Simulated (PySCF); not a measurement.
**Substituent effects on chemical shifts**

Parent skeleton `[NH2:1][SiH3:2]`; one hydrogen on atom 2 is replaced by X. Hydrogens on one atom are averaged.

PySCF 2.14.0 with density-fitted response routines calculation with coordinates at the PBE0-D3(BJ)/def2-SVP level and shieldings: GIAO PBE0/pcSseg-1; non-relativistic Hamiltonian, rapidly exchanging positions averaged, a single conformation, isolated molecule.

Scale: 15N (265.67 ppm) against NH3; 29Si (351.99 ppm), 1H (31.27 ppm) against TMS (reference shieldings calculated alike).

Parent (X = H): N1 -3.0, Si2 -54.1, H(Si2) 4.65 ppm. Effects are Δδ = δ(X) − δ(H), positive for deshielding.

Question: Give Δδ (ppm) for X = CF3, PH2, CHF2, BCl2, CHO, NHSiH3, CONH2, CH2NH2, SSiH3.

Answer: 
| X | SMILES | N1 | Si2 | H(Si2) |
| --- | --- | --- | --- | --- |
| CF3 | N[SiH2]C(F)(F)F | +10.1 | +10.7 | -0.18 |
| PH2 | N[SiH2]P | +9.8 | +25.2 | +0.57 |
| CHF2 | N[SiH2]C(F)F | +4.1 | +14.8 | +0.01 |
| BCl2 | N[SiH2]B(Cl)Cl | +0.7 | -3.7 | +0.12 |
| CHO | N[SiH2]C=O | +6.3 | -3.2 | -0.21 |
| NHSiH3 | N[SiH2]N[SiH3] | +26.2 | +18.6 | +0.20 |
| CONH2 | N[SiH2]C(N)=O | +12.3 | +0.6 | -0.14 |
| CH2NH2 | NC[SiH2]N | +4.2 | +25.1 | -0.10 |
| SSiH3 | N[SiH2]S[SiH3] | +25.4 | +33.1 | +0.62 |

Question: Which position responds most, and to which substituents?

Answer: Si2: from -3.7 ppm with BCl2 to +33.1 ppm with SSiH3.

Experimental scales use liquid or dissolved standards, which lie at an offset from isolated NH3 (liquid NH3: subtract about 20 ppm).
